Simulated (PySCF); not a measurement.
# Computed properties of 2-bromofuran (C4H3BrO), SMILES Brc1ccco1

C₄H₃BrO, SMILES Brc1occc1. The structure is a stationary point at ωB97X-D3(BJ)/def2-SVP. One conformer was computed; it need not be the lowest. All values are computed for the isolated molecule unless a solvent is named; none is compared with measurement here.

**Structure.** The optimised structure has Cs symmetry. All 21 harmonic modes at ωB97X-D3(BJ)/def2-SVP (PySCF) are real, so it is a minimum. With heavy atoms numbered as in [Br:1][c:2]1[cH:3][cH:4][cH:5][o:6]1, the shortest bond between them is C2–O6 at 1.348 Å and the longest Br1–C2 at 1.853 Å.

**Vibrations.** The strongest infrared lines (harmonic, unscaled, degenerate partners summed) lie at 768 cm⁻¹ (56 km/mol, H 77 %, C 20 %), 1556 cm⁻¹ (52 km/mol, C 90 %, H 8 %), 1269 cm⁻¹ (44 km/mol, C 50 %, H 27 %, O 23 %). The softest mode is at 210 cm⁻¹ and the zero-point energy is 38.5 kcal/mol.

**Electronic structure.** HF/def2-TZVP (PySCF) places the frontier levels at -8.69 and 3.55 eV, a gap of 12.24 eV, and gives a dipole moment of 1.85 D and a mean polarisability of 63.4 bohr³. PBE/def2-TZVP (PySCF) at the same geometry gives -5.57 and -1.02 eV, so its gap is 7.69 eV narrower. An orbital gap is neither the optical nor the fundamental gap.

**Excitations.** TDA-CAM-B3LYP/def2-SVPD (PySCF) has S1 at 5.56 eV (223 nm, f = 0.000, dark); the most intense of the 10 singlets computed lies at 6.26 eV (f = 0.39). T1 (TDA) is at 3.89 eV, 1.67 eV under S1. TDA-PBE/def2-SVPD (PySCF) puts S1 at 4.85 eV. No vertical singlet excitation falls in the visible range (under 3.1 eV).

**NMR.** GIAO shifts at PBE0/pcSseg-1 (PySCF) (non-relativistic, atoms alike by connectivity averaged): ¹³C from 120.7 to 151.0 ppm against TMS; ¹H from 6.9 to 7.8 ppm against TMS. Without spin–orbit terms, shifts of atoms bonded to Cl or Br come out too high.

**Solvation.** SMD-B3LYP/6-31G* (PySCF) gives -0.8 kcal/mol in water, -5.0 kcal/mol in diethylether, -5.1 kcal/mol in acetone (1 M in both phases, gas-phase geometry); of these solvents acetone holds the molecule best.
